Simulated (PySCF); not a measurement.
# Working out the electron affinity of Ge

Ge- [Ar] 3d10 4s2 4p3 (4S) → Ge [Ar] 3d10 4s2 4p2 (3P). Computed with PySCF 2.14 in aug-cc-pVTZ-PP with ECP10MDF, with a scalar-relativistic core potential. Frozen: 3s2 3p6 3d10. Energies in hartree (1 hartree = 27.21139 eV):

```
            part  Ge- (lower)   Ge (upper)
             UHF  -293.383614  -293.352850
CCSD correlation    -0.081395    -0.065283
             (T)    -0.003680    -0.001900
```

**Question.** What does Hartree-Fock give?

**Answer.** (-293.352850) − (-293.383614) = 0.030764 hartree = 0.837 eV.

**Question.** What do CCSD and CCSD(T) give?

**Answer.** The CCSD correlation energies differ by 0.016112 hartree = 0.438 eV and the triples by 0.001780 hartree = 0.048 eV, so CCSD gives 1.275 eV and CCSD(T) 1.323 eV.

Reference: 1.233 eV (measured; photodetachment measurements, as compiled on the Wikipedia data page of electron affinities), between the lowest levels; spin-orbit coupling is absent from the calculation.

What remains against the reference includes basis incompleteness, the frozen core and higher excitations.
